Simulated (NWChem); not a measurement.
Isomers of CH$_{5}$Cl$_{2}$FSi$_{2}$, each optimised at PBE0/def2-SVP with NWChem, gas phase unless a solvent is named. Flexible species stand in one conformer each, which need not be the lowest.  Relative energies count from the lowest isomer at each level and are electronic, without zero-point energy, on those geometries.

A: [SiH](C[SiH2]F)(Cl)Cl
B: C[Si@@H]([SiH](Cl)Cl)F
C: C[Si@@H](Cl)[Si@@H](F)Cl
D: FC[Si@@H]([SiH2]Cl)Cl

| quantity | A | B | C | D |
|---|---|---|---|---|
| relative energy, PBE0/def2-SVP (kcal/mol) | 0.0 | 4.2 | 2.9 | 57.2 |
| highest harmonic frequency (cm⁻¹), PBE0/def2-SVP | 3143 | 3174 | 3178 | 3111 |
| SMD solvation free energy in toluene, PBE0/def2-SVP (kcal/mol) | -4.4 | -4.2 | -4.2 | -4.4 |
